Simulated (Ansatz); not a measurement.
Reaction (isomerisation): `[CH3][Zn][CH2]S` → `CS[CH2][ZnH]`

Computed with Ansatz on PBE0-D4/def2-TZVP structures; ΔE is electronic, products minus reactants. CCSD(T)/CBS is the MP2 limit (def2-TZVPP, def2-QZVPP) plus CCSD(T) − MP2 in def2-TZVPP, frozen cores. Functionals use def2-TZVPP. For Zn outer-core shells are correlated without core-valence functions, which leaves a few kJ/mol of doubt a bond. Scalar relativity is left out up to krypton. Each species was taken in one conformer, which may not be the lowest.

```json
{"level": "r2SCAN", "ΔE (kJ/mol)": "31.4"}
{"level": "MP2/CBS(def2)", "ΔE (kJ/mol)": "37.7"}
```

Q: What does CCSD(T)/CBS give? (Estimate.)

A: Computed: +35.0 kJ/mol. The listed levels differ from it by -3.6, 2.7 kJ/mol.

Largest T1 diagnostic among the species: 0.014.

In def2-TZVPP, CCSD(T) changes the Hartree–Fock value by +7.5 kJ/mol (the triples alone add −0.3 kJ/mol) and MP2 by +10.1 kJ/mol. The D4 term adds −6.1 kJ/mol with B3LYP and −3.1 kJ/mol with PBE0; it sums over pairs of atoms, weighted by their polarisabilities, and B3LYP, whose exchange is more repulsive, gets the larger term.

B3LYP here is the variant with VWN-RPA as its local correlation; programs differ in this.
